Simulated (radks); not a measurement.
Polarisability of neutral nickel, [Ar] 3d8 4s2, at imaginary frequency. Method: scalar-relativistic Kohn-Sham, PBE, spin-polarised, spherical densities, finite nucleus; open shells are filled with parallel spins first; Fermi nuclear charge, rms radius 3.7757 fm; computed with a radial shooting solver on a logarithmic mesh with Libxc functionals. Response by self-consistent Sternheimer equations with the Hartree and adiabatic LDA kernel, the relativistic mass of each level held fixed and spin-orbit coupling left out.

w (hartree),alpha1(iw) (bohr^3)
0.00266,45.94
0.0143,45.73
0.0360,44.60
0.0697,41.35
0.118,35.06
0.186,26.56
0.280,18.17
0.413,11.60
0.605,7.143
0.892,4.306
1.35,2.528
2.12,1.400
3.59,0.6828
6.94,0.2555
17.5,0.05487

Static values: alpha1 = 45.95 bohr^3 (6.809 angstrom^3; uncoupled 82.45). C6 = 365.0, triple-dipole C9 = 11950 atomic units. One-pole (London) frequency 4 C6 / (3 alpha1^2) = 0.231 hartree, against 0.201 for minus the highest occupied eigenvalue. Recommended static value: 49 bohr^3 (Schwerdtfeger and Nagle, 2023 table).
